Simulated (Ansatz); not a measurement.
Cartesian coordinates in Å:
```
C 1.592 -0.275 -0.284
C 0.434 0.365 -0.229
Se 0.294 2.160 -0.866
C -0.802 -0.180 0.410
O -0.588 -1.507 0.823
H 2.459 0.157 -0.768
H 1.686 -1.255 0.167
H -1.018 1.977 -1.507
H -1.070 0.471 1.254
H -1.628 -0.117 -0.316
H -1.358 -1.797 1.317
```

Total charge 0; spin multiplicity 1.

List the B3LYP/def2-TZVPP orbital energies in eV (Ansatz 0.2.0). (Estimate.)

Ansatz gave: Occupied: -12351.13, -1580.45, -1418.62, -1418.59, -1418.53, -520.83, -278.56, -277.83, -276.72, -212.76, -156.85, -156.75, -156.54, -57.64, -57.62, -57.44, -57.35, -57.33, -28.40, -22.17, -19.02, -18.92, -14.64, -14.54, -12.89, -12.74, -11.58, -10.41, -9.85, -9.02, -8.36, -7.66, -6.29. Lowest empty: -0.43, 0.04, 0.59, 0.83, 2.14, 2.59, 2.99, 3.14.

B3LYP here is the variant with VWN-RPA as its local correlation; programs differ in this.
